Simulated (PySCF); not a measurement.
# Ionisation energy of Sb⁺ by level of theory

Sb⁺ [Kr] 4d10 5s2 5p2 (3P) → Sb²⁺ [Kr] 4d10 5s2 5p1 (2P), as a difference of total energies. Calculation: PySCF 2.14, in aug-cc-pVTZ-PP with one added diffuse shell each of d, f type with ECP28MDF (6s5p5d3f, 67 functions); a scalar-relativistic core potential. Correlated levels: valence: 4s2 4p6 4d10 frozen. The calculations carry no spin-orbit coupling.

Order these methods by the ionisation energy they give, lowest first.
A. SCS-MP2 (valence)
B. CCSD (valence)
C. UHF
D. MP2 (valence)

C (16.005 eV), A (16.264 eV), D (16.327 eV), B (16.361 eV).

The reference lies between the lowest fine-structure levels, while these numbers refer to the centres of the terms.

Errors of the correlated levels include the incompleteness of this basis and the frozen core.

For comparison: 16.626 ± 0.025 eV (measured; NIST Atomic Spectra Database, ionization energies).
